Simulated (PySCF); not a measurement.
Ligands exchanged one at a time, B SiH3-I. Isolated molecules, 0 K electronic values unless said otherwise. Strings in code marks are SMILES.

Calculation: r2SCAN-D4/def2-TZVP run with PySCF. All candidates: neutral, multiplicity 1. Delta-SCF ions had no search for a lower state. Excitations are Tamm–Dancoff values on a coarser integration grid. The basis has no diffuse functions, so Rydberg states are missing or too high.

```
Item                                           Value
-------------------------------------------  -------
brightest of the four lowest singlets (TDA)  4.78 eV
vertical ionisation energy (Delta-SCF)       8.87 eV
S1 excitation (TDA)                          2.86 eV
```

Problem. Identify which member has these values.
(A) `[SiH3]B([SiH3])[SiH3]`
(B) `[SiH3]B([SiH3])I`
(C) `[SiH3]B(I)I`
(D) `IB(I)I`

Solution. B, `[SiH3]B([SiH3])I`. The others give `[SiH3]B(I)I`: 4.48 eV, 9.16 eV, 3.46 eV; `IB(I)I`: 4.70 eV, 8.97 eV, 3.51 eV; `[SiH3]B([SiH3])[SiH3]`: 5.34 eV, 9.58 eV, 3.41 eV
